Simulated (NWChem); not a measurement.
Molecule: CH5BOSe; SMILES COB[SeH]

```xyz
9

B     -0.5402    -0.5506     0.0000
H     -1.7334    -0.8010     0.0000
O      0.4023    -1.5213     0.0000
C      0.0771    -2.9032     0.0000
H      0.5165    -3.3817    -0.8995
H      0.5165    -3.3817     0.8995
H     -1.0219    -3.0674     0.0000
Se     0.0985     1.2985     0.0000
H     -1.2719     1.8619     0.0000
```
Atoms are numbered in this order, from 1.

Level: PBE-D3(BJ)/def2-SVP (NWChem), optimised geometry, unscaled harmonic frequencies. This build's default masses of Se (78.918 u) and Br (79.917 u) are each other's, which moves their modes by up to 0.6 %.

```
frequency (cm⁻¹)  IR intensity (km/mol)
----------------  ---------------------
119                                 3.8
145                                 0.9
199                                 1.5
307                                 9.1
340                                 2.1
655                                12.3
752                                12.4
797                                 7.3
978                                43.0
1074                                9.6
1142                                0.3
1145                               68.2
1331                              500.6
1415                                3.8
1418                                9.0
1442                               80.9
2382                                9.6
2531                              106.1
2952                               65.7
3049                               21.1
3055                               17.7
```

| Property | Value |
|---|---|
| zero-point energy | 38.9 kcal/mol |
| thermal correction to the enthalpy at 298.15 K (with zero-point energy) | 43.2 kcal/mol |
| heat capacity Cv | 18.8 cal/(mol K) |
| entropy at 298.15 K and 1 atm (symmetry number 1) | 77.7 cal/(mol K) |
| dipole moment | 2.01 D |

Rigid rotor and harmonic oscillator.
